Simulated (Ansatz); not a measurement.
Several settings on one geometry of ErCl3 (that of the charge 0 quartet, r2SCAN-D4/def2-SVP). Ansatz on 4 threads of Arm Neoverse V1 on a shared host; times are rough.

```xyz
4

Er    0.001   -0.001    0.009
Cl    2.411   -0.021    0.026
Cl   -1.185    2.096   -0.013
Cl   -1.227   -2.074   -0.022
```

Totals from different functionals, basis sets or treatments of relativity can't be compared as stabilities.

In the def2 sets Er takes a core potential; there is no spin–orbit coupling. B3LYP takes the VWN-RPA correlation. HSE06 is defined as in plane-wave codes, on full-range PBE exchange. With an open 4f shell the SCF may have ended on a state above the lowest.

The spins typed aren't always the lowest for that charge.

**Question.** Give the basis size and estimate the energy, ⟨S²⟩, dipole and time of these runs.

| run | method | charge | state | further keys |
| --- | --- | --- | --- | --- |
| 1 | RKS HSE06/def2-mTZVPP | -1 | singlet | scf: {omitted_lower_state_checks: [starts]} |
| 2 | UKS ωPBEh/def2-mTZVPP | 0 | quartet | scf: {omitted_lower_state_checks: [starts]}; forces asked |
| 3 | UKS ωB97M-V/def2-TZVP | 0 | quartet | pseudopotentials: {relativity: none}; scf: {lower_state_search: off}; forces asked |
| 4 | UKS B3LYP/def2-mTZVPP | 0 | sextet | nuclear_model: gaussian |

**Answer.** 
```json
{"run": "1", "functions": "152", "energy (Eh)": "-2395.7123", "⟨S²⟩": "–", "dipole (D)": "–", "wall time": "38 s"}
{"run": "2", "functions": "152", "energy (Eh)": "-2395.7922", "⟨S²⟩": "3.75", "dipole (D)": "0.08", "wall time": "87 s"}
{"run": "3", "functions": "206", "energy (Eh)": "-2395.7638", "⟨S²⟩": "3.75", "dipole (D)": "0.08", "wall time": "7.4 min"}
{"run": "4", "functions": "152", "energy (Eh)": "-2396.2308", "⟨S²⟩": "8.76", "dipole (D)": "–", "wall time": "2.7 min"}
```

The highest occupied level of an anion often lies above zero with these methods, and sets without diffuse functions describe the outer electron poorly. This restricted singlet of an open-shell metal wasn't tested against broken symmetry or higher spin.
